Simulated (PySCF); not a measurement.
CH₃O, charge +1, singlet, at a GFN2-xTB geometry; B3LYP/6-31G* (PySCF).

Input for PySCF:
```python
from pyscf import gto, scf, dft

mol = gto.Mole()
mol.atom = '''
    O    -0.10364914   -0.12932954    0.58989088
    C     0.11172867    0.04016533   -0.60083038
    H     0.14193939    1.01608503   -1.10404748
    H     0.28838394   -0.85776849   -1.21133073
    H    -0.27150229    0.63532785    1.20123344
'''
mol.basis = '6-31g*'
mol.charge = 1
mol.verbose = 4
mol.build()

mf = dft.RKS(mol)
mf.xc = 'b3lyp'
mf.grids.level = 7
mf.kernel()
```

Output, abridged:

```
PySCF version 2.14.0

[INPUT] verbose = 4
[INPUT] num. atoms = 5
[INPUT] num. electrons = 16
[INPUT] charge = 1
[INPUT] spin (= nelec alpha-beta = 2S) = 0
[INPUT] symmetry False subgroup None
[INPUT] Mole.unit = angstrom
[INPUT] Symbol           X                Y                Z      unit          X                Y                Z       unit  Magmom
[INPUT]  1 O     -0.103649140000  -0.129329540000   0.589890880000 AA   -0.195868487647  -0.244397410416   1.114732206579 Bohr   0.0
[INPUT]  2 C      0.111728670000   0.040165330000  -0.600830380000 AA    0.211136586562   0.075901473403  -1.135404865518 Bohr   0.0
[INPUT]  3 H      0.141939390000   1.016085030000  -1.104047480000 AA    0.268226573388   1.920122425970  -2.086347365716 Bohr   0.0
[INPUT]  4 H      0.288383940000  -0.857768490000  -1.211330730000 AA    0.544966665323  -1.620947524382  -2.289083325969 Bohr   0.0
[INPUT]  5 H     -0.271502290000   0.635327850000   1.201233440000 AA   -0.513064970292   1.200595635809   2.270002213269 Bohr   0.0

nuclear repulsion = 37.3455481919689
number of shells = 18
number of NR pGTOs = 66
number of NR cGTOs = 34
basis = 6-31g*
ecp = {}

******** <class 'pyscf.dft.rks.RKS'> ********
method = RKS
initial guess = minao
damping factor = 0
level_shift factor = 0
DIIS = <class 'pyscf.scf.diis.CDIIS'>
diis_start_cycle = 1
diis_space = 8
diis_damp = 0
SCF conv_tol = 1e-09
SCF conv_tol_grad = None
SCF max_cycles = 50
direct_scf = True
direct_scf_tol = 1e-13
XC library pyscf.dft.libxc version 7.1.2
    S. Lehtola, C. Steigemann, M. J. T. Oliveira, and M. A. L. Marques,  SoftwareX 7, 1–5 (2018)
XC functionals = b3lyp
    P. J. Stephens, F. J. Devlin, C. F. Chabalowski, and M. J. Frisch,  J. Phys. Chem. 98, 11623 (1994)
radial grids:
    Treutler-Ahlrichs [JCP 102, 346 (1995); DOI:10.1063/1.469408] (M4) radial grids

becke partition: Becke, JCP 88, 2547 (1988); DOI:10.1063/1.454033
pruning grids: <function nwchem_prune>
grids dens level: 7
symmetrized grids: False
atomic radii adjust function: <function treutler_atomic_radii_adjust>
small_rho_cutoff = 0
Set gradient conv threshold to 3.16228e-05
Initial guess from minao.
tot grids = 323728
init E= -115.296652497685
  HOMO = -0.383289274386763  LUMO = -0.127306738051396  gap/eV = 6.96564
cycle= 1 E= -114.732182070127  delta_E= 0.564  |g|= 0.472  |ddm|= 1.88
  HOMO = -0.614245974840238  LUMO = -0.385138534133469  gap/eV = 6.23433
cycle= 2 E= -114.619763714885  delta_E= 0.112  |g|= 0.906  |ddm|= 0.756
  HOMO = -0.667952150707795  LUMO = -0.378549786936578  gap/eV = 7.87504
cycle= 3 E= -114.777569290791  delta_E= -0.158  |g|= 0.0622  |ddm|= 0.529
  HOMO = -0.658289752301557  LUMO = -0.366251055998212  gap/eV = 7.94678
cycle= 4 E= -114.778363202235  delta_E= -0.000794  |g|= 0.0142  |ddm|= 0.0495
  HOMO = -0.660477965573811  LUMO = -0.36930471987041  gap/eV = 7.92323
cycle= 5 E= -114.778405746569  delta_E= -4.25e-05  |g|= 0.00393  |ddm|= 0.0131
  HOMO = -0.659782388154214  LUMO = -0.368353488835336  gap/eV = 7.93018
cycle= 6 E= -114.778409586368  delta_E= -3.84e-06  |g|= 0.000347  |ddm|= 0.00306
  HOMO = -0.659806701798737  LUMO = -0.368352649525459  gap/eV = 7.93087
cycle= 7 E= -114.77840961128  delta_E= -2.49e-08  |g|= 3.21e-05  |ddm|= 0.000292
  HOMO = -0.659813044097291  LUMO = -0.368356618991041  gap/eV = 7.93093
cycle= 8 E= -114.778409611485  delta_E= -2.05e-10  |g|= 4.74e-06  |ddm|= 2.69e-05
  HOMO = -0.659813048773618  LUMO = -0.368356118268715  gap/eV = 7.93095
Extra cycle  E= -114.778409611478  delta_E= 6.96e-12  |g|= 7.81e-06  |ddm|= 8.24e-06
converged SCF energy = -114.778409611478
```
